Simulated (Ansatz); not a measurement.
A run for Ansatz (an electronic-structure program): R-CCSD(T)/aug-cc-pVTZ on HF (SMILES F) with ghost functions, monomers drawn apart or pushed together.

Ansatz 0.2 input:
```yaml
crystal:
  periodic: [false, false, false]
  atoms:
    - {symbol: F, position_ang: [-0.32667195, 0.54343290, 3.52099928]}
    - {symbol: H, position_ang: [-0.29624860, 0.28611516, 2.61271497]}
basis:
  gaussian:
    orbitals: aug-cc-pVTZ
    ghost_atoms:
      - {symbol: O, position_ang: [-0.08491637, -0.27218581, 0.32202072]}
      - {symbol: H, position_ang: [0.72394729, -0.75194116, 0.11141120]}
      - {symbol: H, position_ang: [-0.11086573, 0.48918785, -0.26825215]}
magnetization: {spin_polarized: false}
correlation: {method: ccsd_t, electrons: outside_noble_gas}
scf: {lower_state_search: off}
```

Problem. Give the final energy of this run.

Solution. -100.3492 hartree (reference determinant -100.0591, T1 diagnostic 0.010).

Problem. How many basis functions does it have, and what does it roughly cost on one machine?

Solution. 161 functions; very roughly 14 core-seconds.
